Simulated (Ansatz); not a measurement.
CH$_{4}$FGeOS (`C[O][Ge]([F])[SH]`) radical at its PBE0-D4/def2-TZVP geometry, where that method's forces vanish. Charge 0, multiplicity 2.

```xyz
9

C     1.4572    0.6634   -0.5128
O     0.1808    0.1353   -0.8192
Ge   -1.1331    0.1020    0.3612
F    -0.3499   -0.1490    1.9103
S    -2.3048   -1.6943   -0.2508
H     2.1628    0.2425   -1.2320
H     1.7804    0.3983    0.4975
H     1.4669    1.7531   -0.6167
H    -3.2602   -1.4513    0.6625
```

Task: What forces (eV/Å) does r2SCAN-D4/def2-TZVPP give on these atoms in Ansatz 0.2.0? (An estimate is asked.)

Result: Computed: 
```
C1   0.282  0.123  0.095
O2  -0.163 -0.156 -0.182
Ge3 -0.135  0.125  0.064
F4   0.053 -0.028  0.055
S5  -0.010 -0.064 -0.032
H6  -0.021  0.006  0.006
H7  -0.006  0.002 -0.007
H8  -0.002 -0.014 -0.003
H9   0.002  0.005  0.004
```
